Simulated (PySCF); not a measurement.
# A thermochemical cycle for HgB

r²SCAN in PySCF with def2-SVPD on every atom (core potentials on Hg), for the lowest determinant that a PBE0 search found; no spin–orbit coupling. HgB, a doublet (π ↑), has De = 0.48 eV to neutral atoms, and HgB⁺, a singlet (closed shell), has De = 1.86 eV to Hg + B⁺.

At the same level the B atom ionises at 8.85 eV.

Q: What is the adiabatic ionisation energy of the molecule, and does ionisation strengthen or weaken the bond?

A: IE = IE(B) + De(neutral) − De(ion) = 8.85 + 0.48 − 1.86 = 7.47 eV. De changes by +1.38 eV, so ionisation strengthens the bond.

Weak bonds: HgB. Basis-set superposition, not corrected here, can be much of De in a small basis, most of all at correlated wavefunction levels. These are scalar-relativistic numbers at best; spin–orbit coupling would shift them, the dissociation energy most. For an ion De counts to the pair picked by the measured ionisation energies or electron affinities, which need not be the lowest pair at this level. States were picked by a PBE0 search and need not be the measured ground states.
